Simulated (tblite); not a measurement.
Compound: C6H8NPSe.
Structure used (GFN2-xTB), in Å, numbered top down from 1:
```xyz
17
C6H8NPSe angstrom
N      1.396    2.041   -1.372
C      1.645    1.145   -0.706
C      1.930    0.020    0.131
P      0.372   -0.856    0.652
Se     0.753   -2.502    1.874
C     -0.575   -1.110   -0.915
C     -1.463    0.093   -0.999
C     -1.544    0.872    0.066
C     -0.740    0.487    1.270
H      2.553   -0.710   -0.396
H      2.450    0.335    1.042
H      0.085   -1.209   -1.781
H     -1.155   -2.035   -0.829
H     -2.006    0.276   -1.912
H     -2.160    1.755    0.113
H     -1.374    0.083    2.066
H     -0.174    1.326    1.685
```

Level: GFN2-xTB in tblite, geometry and Hessian alike; calculated harmonic values, unscaled, isolated species. Errors from tens to a few hundred cm⁻¹ against measured bands are possible. One conformer, not necessarily the lowest.

Harmonic wavenumbers (cm⁻¹): 41.3, 57.5, 92.4, 137.8, 151.4, 211.4, 216.3, 321.0, 357.6, 375.6, 447.7, 583.3, 629.5, 656.4, 708.3, 728.6, 746.3, 791.3, 824.7, 841.1, 885.6, 981.2, 992.2, 997.9, 1037.2, 1056.2, 1067.4, 1115.5, 1154.5, 1194.1, 1207.9, 1290.0, 1366.9, 1405.8, 1408.4, 1701.3, 2396.2, 2922.1, 2923.7, 2927.4, 2934.5, 2945.5, 2949.2, 3099.2, 3113.2.

A = 1805, B = 650.7, C = 557.7 MHz; mass 204.956 u (most abundant isotopes); point group Cs, symmetry number 1.

**Question.** Zero-point energy?

**Answer.** Half the sum of the wavenumbers: 26996 cm⁻¹ = 77.19 kcal/mol.

**Question.** What is S at 200 K and 1 bar for an ideal gas of classical rigid rotors and harmonic oscillators?

**Answer.** Translation 39.90, rotation 29.38, vibration 20.60: S = 89.9 cal/(mol K).

**Question.** And Cp and H(200 K) − H(0)?

**Answer.** Cp = 28.77 cal/(mol K), of which vibrations give 20.82 (their classical limit is 45 R = 89.4); H(200 K) − H(0) = 3.77 kcal/mol without the zero-point energy, 2.18 from vibrations.

**Question.** How do the functions run with temperature in this model?

**Answer.** 
```csv
T (K),S (cal/(mol K)),Cp (cal/(mol K)),H − H(0) (kcal/mol),G − H(0) (kcal/mol),ln q(vib)
150,82.3,24.0,2.45,-9.90,3.49
250,96.8,33.8,5.33,-18.88,6.24
298.15,103.2,38.6,7.08,-23.69,7.53
400,115.9,47.9,11.50,-34.86,10.22
600,138.0,61.1,22.50,-60.31,15.32
900,165.3,73.1,42.80,-105.96,22.37
```

q(vib) and H(0) count from the zero-point level.

**Question.** Blend soft modes into free rotors: weight 1/[1 + (100 cm⁻¹/ν̃)⁴] for the oscillator and the rest for a rotor with moment μB/(μ + B), μ = h/(8π²ν), B = 10⁻⁴⁴ kg m². What vibrational entropy results?

**Answer.** 18.80 cal/(mol K) in place of 20.60, which changes −T·S at 200 K by +0.36 kcal/mol.

**Question.** Which modes carry the vibrational entropy at 200 K?

**Answer.** 41.3 cm⁻¹: 4.41; 57.5 cm⁻¹: 3.76; 92.4 cm⁻¹: 2.83; 137.8 cm⁻¹: 2.08; 151.4 cm⁻¹: 1.91; 211.4 cm⁻¹: 1.34 cal/(mol K); the other 39 give 4.27 together.

**Question.** What must be added to the electronic energy to get the Gibbs energy at 200 K and 1 bar?

**Answer.** ZPE + [H(200 K) − H(0)] − T·S = 77.19 + 3.77 − 17.98 = 62.98 kcal/mol.

Hindered rotation and anharmonicity are outside this model. Other conformers, if any are populated, would add a mixing term that is left out.
